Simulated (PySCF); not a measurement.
Isomers of C6H5F3O2, one GFN2-xTB conformer each. Single-point energies are computed at PBE0/pcSseg-1 (PySCF, gas phase, no added dispersion term), electronic only.

Question: Rank them by PBE0/pcSseg-1 energy, lowest first (kJ/mol).
A. `[CH3:1][CH2:2][O:3][C:4](=[O:5])[C:6]#[C:7][C:8]([F:9])([F:10])[F:11]` with C1–C2–O3–C4 84°, C2–O3–C4–O5 1° (ethyl 4,4,4-trifluorobut-2-ynoate)
B. `[CH2:1]=[CH:2][O:3][C:4](=[O:5])[CH2:6][C:7]([F:8])=[C:9]([F:10])[F:11]` with C1–C2–O3–C4 180°, C2–O3–C4–O5 -1°, O3–C4–C6–C7 161°, C4–C6–C7–F8 -92°

Answer: B (0.0), A (0.8).

As drawn, the lower has a C=C bond outside aromatic rings, which the higher lacks; the higher has a C≡C bond, which the lower lacks. Neighbours under 10 kJ/mol apart (C=COC(=O)CC(F)=C(F)F and CCOC(=O)C#CC(F)(F)F) can change places with a better method, another conformer or zero-point energy. GFN2-xTB itself gives, in the same order: 0.0, 19.5. Both levels put the same isomer lowest.

Q: Which frontier levels, dipoles and rotational constants go with these structures?

A: 
```
              SMILES  HOMO (eV, PBE0/pcSseg-1)  LUMO (eV)  dipole (D)       A, B, C (MHz)
C=COC(=O)CC(F)=C(F)F                     -7.42      -0.71        3.11  2725, 486.1, 453.1
 CCOC(=O)C#CC(F)(F)F                     -8.88      -2.02        3.55  2928, 382.6, 371.2
```
